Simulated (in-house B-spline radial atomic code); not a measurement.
Configurations of Gd IX (Gd8+), with energies counted from [Kr] 4d10 4f6 5s2 5p2. Level of theory: scalar-relativistic (X2C) BLYP, spin-polarised, spherical fractional occupations, Fermi nucleus of rms radius 5.1569 fm; calculated with a radial B-spline atomic code at the basis-set limit. Shells without spins written out take the highest spin.

Occupations are held fixed; configurations that lie above the ionisation limit could autoionise.

| configuration | E - E(ref) (eV) | highest orbital | its <r> (bohr) |
| --- | --- | --- | --- |
| [Kr] 4d10 4f5 5s2 5p3 | -3.0074 | 4f up | 0.7325 |
| [Kr] 4d10 4f(1 up, 5 down) 5s2 5p(2 up, 0 down) | 8.6105 | 4f up | 0.7635 |
| [Kr] 4d10 4f6 5s2 5p1 6p1 | 65.685 | 6p up | 2.502 |
| [Kr] 4d10 4f5 5s2 5p2 5f1 | 70.613 | 5f up | 2.079 |
| [Kr] 4d10 4f(4 up, 1 down) 5s2 5p(0 up, 2 down) 6f(1 up, 0 down) | 102.13 | 6f up | 3.65 |
| [Kr] 4d9 4f6 5s2 5p3 | 132.56 | 5p up | 1.326 |
| [Kr] 4d9 4f6 5s2 5p2 6d1 | 215.44 | 6d up | 2.895 |
| [Kr] 4d(5 up, 4 down) 4f(3 up, 3 down) 5s2 5p(1 up, 1 down) 6f(1 up, 0 down) | 246.68 | 6f up | 3.642 |

Problem. Order these further configurations by energy, lowest first.
A. [Kr] 4d9 4f6 5s2 5p2 6p1
B. [Kr] 4d(4 up, 5 down) 4f(6 up, 0 down) 5s2 5p(1 up, 1 down) 5f(1 up, 0 down)
C. [Kr] 4d9 4f6 5s2 5p2 5d1
D. [Kr] 4d9 4f6 5s2 5p2 6f1
E. [Kr] 4d10 4f6 5s2 5p1 6f1

Solution. E (95.341 eV), C (170.12 eV), A (200.69 eV), B (216.92 eV), D (230.65 eV).

Problem. How far above the reference does [Kr] 4d10 4f(5 up, 1 down) 5s2 5p(1 up, 1 down) lie?

Solution. 8.247 eV; its least bound orbital is 4f down with <r> = 0.759 bohr.

Problem. How far above the reference does [Kr] 4d(4 up, 5 down) 4f(2 up, 4 down) 5s2 5p(2 up, 1 down) lie?

Solution. 148.74 eV; its least bound orbital is 4f up with <r> = 0.735 bohr.

Problem. How far above the reference does [Kr] 4d9 4f6 5s2 5p2 6s1 lie?

Solution. 190.33 eV; its least bound orbital is 6s up with <r> = 2.258 bohr.

Problem. Is the reference the lowest configuration at this level of theory?

Solution. No: [Kr] 4d10 4f5 5s2 5p3 lies 3.007 eV lower with this functional.
